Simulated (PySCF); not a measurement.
Isomers of C7H12BF, one conformer each; single-point electronic energies without zero-point terms and without any empirical dispersion term.

Level: PBE0/pcSseg-1 in PySCF, non-relativistic, each on one gas-phase PBE0-D3(BJ)/def2-SVP geometry that isn't relaxed in the solvent. The solvent is an IEF-PCM continuum (van der Waals radii × 1.2). The model holds no explicit solvent molecules, cavitation or dispersion.

```json
{"isomer": "`F/C=C\\[C@@H]1CBCCC1`", "relative energy, gas (kJ/mol)": "0.0", "dipole (D)": "1.42"}
{"isomer": "`C/C(=C/F)[C@H]1BCCC1`", "relative energy, gas (kJ/mol)": "9.2", "dipole (D)": "1.61"}
{"isomer": "`C/C(=C\\F)[C@@H]1BCCC1`", "relative energy, gas (kJ/mol)": "10.9", "dipole (D)": "1.93"}
{"isomer": "`C=C[C@@H]1BC[C@H](F)[C@@H]1C`", "relative energy, gas (kJ/mol)": "12.2", "dipole (D)": "1.32"}
{"isomer": "`C=C1C[C@@H](B(C)C)[C@H]1F`", "relative energy, gas (kJ/mol)": "34.1", "dipole (D)": "1.55"}
```

Problem. How do the relative energies look in benzene (ε = 2.271)?

Solution. 
| isomer | relative energy, solvent (kJ/mol) | E(solvent) − E(gas) (kJ/mol) | dipole in solvent (D) |
| --- | --- | --- | --- |
| `F/C=C\[C@@H]1CBCCC1` | 0.0 | -5.1 | 1.60 |
| `C/C(=C/F)[C@H]1BCCC1` | 8.9 | -5.3 | 1.83 |
| `C/C(=C\F)[C@@H]1BCCC1` | 10.5 | -5.5 | 2.16 |
| `C=C[C@@H]1BC[C@H](F)[C@@H]1C` | 11.4 | -5.8 | 1.51 |
| `C=C1C[C@@H](B(C)C)[C@H]1F` | 33.6 | -5.5 | 1.76 |

The order is unchanged. Conformers: `[F:1]/[CH:2]=[CH:3]\[C@@H:4]1[CH2:5][BH:6][CH2:7][CH2:8][CH2:9]1` with C2–C3–C4–C5 -114°, C3–C4–C5–B6 -164°, C4–C5–B6–C7 20°, C5–B6–C7–C8 -19°, B6–C7–C8–C9 38°; `[CH3:1]/[C:2](=[CH:3]/[F:4])[C@H:5]1[BH:6][CH2:7][CH2:8][CH2:9]1` with C1–C2–C5–B6 -63°, C2–C5–B6–C7 148°, C5–B6–C7–C8 10°, B6–C7–C8–C9 -30°, C7–C8–C9–C5 39°; `[CH3:1]/[C:2](=[CH:3]\[F:4])[C@@H:5]1[BH:6][CH2:7][CH2:8][CH2:9]1` with C1–C2–C5–B6 59°, C2–C5–B6–C7 -146°, C5–B6–C7–C8 -10°, B6–C7–C8–C9 30°, C7–C8–C9–C5 -39°; `[CH2:1]=[CH:2][C@@H:3]1[BH:4][CH2:5][C@H:6]([F:7])[C@@H:8]1[CH3:9]` with C1–C2–C3–B4 -76°, C2–C3–B4–C5 -100°, C3–B4–C5–C6 5°, B4–C5–C6–F7 96°, C5–C6–C8–C9 162°; `[CH2:1]=[C:2]1[CH2:3][C@@H:4]([B:5]([CH3:6])[CH3:7])[C@H:8]1[F:9]` with C3–C4–B5–C6 13°, C1–C2–C3–C4 151°, C2–C3–C4–B5 -94°, C3–C4–C8–F9 -136°, C1–C2–C8–C4 -152°. `C=C[C@@H]1BC[C@H](F)[C@@H]1C` gains most from the continuum, while `C/C(=C\F)[C@@H]1BCCC1` has the largest gas-phase dipole. The gains span 0.7 kJ/mol, the gas-phase energies 34.1 kJ/mol.
